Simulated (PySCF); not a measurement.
Unknown compound

An unknown has the formula C5H6FNSi. Its calculated NMR data are:

¹H NMR (600 MHz, computed): δ 7.08 (m, 1H), 6.25 (m, 1H), 5.36 (m, 1H), 5.02 (m, 1H), 4.84 (d, 2H).

¹³C{¹H} NMR (computed): δ 172.4 (C), 150.6 (CH), 122.7 (CH), 122.5 (C), 106.3 (CH2).

Method: shielding tensors at PBE0/pcSseg-1 (GIAO), geometry from GFN2-xTB, in PySCF (fast rotation and ring inversion assumed for equivalent nuclei, isolated molecule, single conformer, no relativistic terms).

Chemical shifts δ = σref − σ; ¹H, ¹³C vs TMS, all at this level.

Q: Which candidate is it?
A. N#CC(/C=C\F)=C/[SiH3]
B. C=C/C(=C/C#N)[SiH2]F
C. C=C(F)/C=C/[SiH2]C#N

A: C. 

The formula gives 4 degrees of unsaturation (no ring in the answer). 5 carbon signals for 5 carbons: no two carbons are equivalent. Carbon types of the structure: 2 × C, 2 × CH, 1 × CH2, leaving 2 H on heteroatoms. δC 172.4: fully substituted alkene carbon. δC 150.6, 122.7: alkene CH; the olefinic region. δC 122.5: nitrile carbon; typical of a nitrile. δC 106.3: terminal =CH2 carbon; the olefinic region. δH 5.36, 5.02: hydrogen on a terminal =CH2 carbon; a vinylic proton, deshielded by the sp2 carbon and the C=C anisotropy.

The others: C=C/C(=C/C#N)[SiH2]F has carbons computed at 166.7, 146.6, 136.6, 122.3, 118.2; N#CC(/C=C\F)=C/[SiH3] would give 4 signals for carbon-bound and other non-exchanging H, not 5.

Splittings by ¹⁹F in the carbon and heteronuclear signals aren't shown, as no couplings were computed. Shifts are as computed. Against solution values, carbons near 30 ppm lie about +3 ppm off and those near 130 ppm about +5 ppm. Of 1211 compounds with measured shifts, 218 miss one by over three times the rms of a fit or turn the order of signals round; such compounds aren't used in these exercises. Multiplicities follow the n + 1 count of equivalent neighbours, as no J values were calculated; m marks all less simple cases, F and P coupling included.
